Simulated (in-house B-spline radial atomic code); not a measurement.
Ga is squeezed into an impenetrable sphere of radius R (the orbitals vanish at R). No spin polarisation. Method: scalar-relativistic (X2C) PBE, spherical fractional occupations, Fermi nucleus of rms radius 3.9973 fm. Calculated with a B-spline radial code for spherical atoms.

Energies in eV above the free atom in [Ar] 3d10 4s2 4p1:

```json
{"R (bohr)": "7.27", "highest level (eV)": "-1.99", "[Ar] 3d10 4s2 4p1": "0.277", "[Ar] 3d10 4s1 4p1 4f1": "18.87", "[Ne] 3s2 3p5 3d10 4s2 4p1 4d1": "108.7"}
{"R (bohr)": "5.5", "highest level (eV)": "-0.409", "[Ar] 3d10 4s2 4p1": "1.578", "[Ar] 3d10 4s1 4p1 4f1": "25.83", "[Ne] 3s2 3p5 3d10 4s2 4p1 4d1": "112.3"}
{"R (bohr)": "4.78", "highest level (eV)": "1.32", "[Ar] 3d10 4s2 4p1": "3.497", "[Ar] 3d10 4s1 4p1 4f1": "31.91", "[Ne] 3s2 3p5 3d10 4s2 4p1 4d1": "116.2"}
{"R (bohr)": "4.2", "highest level (eV)": "3.89", "[Ar] 3d10 4s2 4p1": "6.968", "[Ar] 3d10 4s1 4p1 4f1": "40.17", "[Ne] 3s2 3p5 3d10 4s2 4p1 4d1": "122.4"}
{"R (bohr)": "3.49", "highest level (eV)": "10.2", "[Ar] 3d10 4s2 4p1": "17.5", "[Ar] 3d10 4s1 4p1 4f1": "59.25", "[Ne] 3s2 3p5 3d10 4s2 4p1 4d1": "139"}
{"R (bohr)": "2.88", "highest level (eV)": "22.3", "[Ar] 3d10 4s2 4p1": "42.68", "[Ar] 3d10 4s1 4p1 4f1": "94.96", "[Ne] 3s2 3p5 3d10 4s2 4p1 4d1": "175.1"}
{"R (bohr)": "2.4", "highest level (eV)": "43.6", "[Ar] 3d10 4s2 4p1": "95.45", "[Ar] 3d10 4s1 4p1 4f1": "157.7", "[Ne] 3s2 3p5 3d10 4s2 4p1 4d1": "245.5"}
{"R (bohr)": "2.12", "highest level (eV)": "67.3", "[Ar] 3d10 4s2 4p1": "162.4", "[Ar] 3d10 4s1 4p1 4f1": "229.4", "[Ne] 3s2 3p5 3d10 4s2 4p1 4d1": "330.6"}
{"R (bohr)": "1.69", "highest level (eV)": "144", "[Ar] 3d10 4s2 4p1": "418.4", "[Ar] 3d10 4s1 4p1 4f1": "481.1", "[Ne] 3s2 3p5 3d10 4s2 4p1 4d1": "640.6"}
{"R (bohr)": "1.48", "highest level (eV)": "222", "[Ar] 3d10 4s2 4p1": "718.5", "[Ar] 3d10 4s1 4p1 4f1": "762.7", "[Ne] 3s2 3p5 3d10 4s2 4p1 4d1": "990.5"}
```

(1) Does [Ar] 3d10 4s1 4p1 4f1 fall below [Ar] 3d10 4s2 4p1 under compression?

(2) Does [Ne] 3s2 3p5 3d10 4s2 4p1 4d1 fall below [Ar] 3d10 4s2 4p1 under compression?

The highest level is first positive in the row R = 4.78 bohr, pushed up by confinement above the zero of the free ion's potential. Each configuration is held fixed and needn't be the lowest in the sphere.

Answers

(1) No, it stays above over the whole range.

(2) No, it stays above over the whole range.
